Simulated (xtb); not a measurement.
Si(I)(NH2) (H₂INSi), SMILES I[Si]N (connectivity only; charge and spin as stated), neutral, multiplicity 1. All values are semi-empirical tight-binding results from xtb (GFN2-xTB unless named), good for trends rather than for accurate numbers. Geometry optimised at GFN2-xTB. The values are those of a single conformer.

- point group as xtb finds it: Cs
- orbital gap: 3.01 eV
- zero-point energy: 16.3 kcal/mol
- G − E(el) at 298.15 K (modified RRHO): -2.0 kcal/mol
- static polarisability (D4 model): 75.1 bohr³
- solvation energy, GFN2-xTB/ALPB(water): -3.5 kcal/mol
- solvation energy, GFN2-xTB/ALPB(methanol): -5.3 kcal/mol
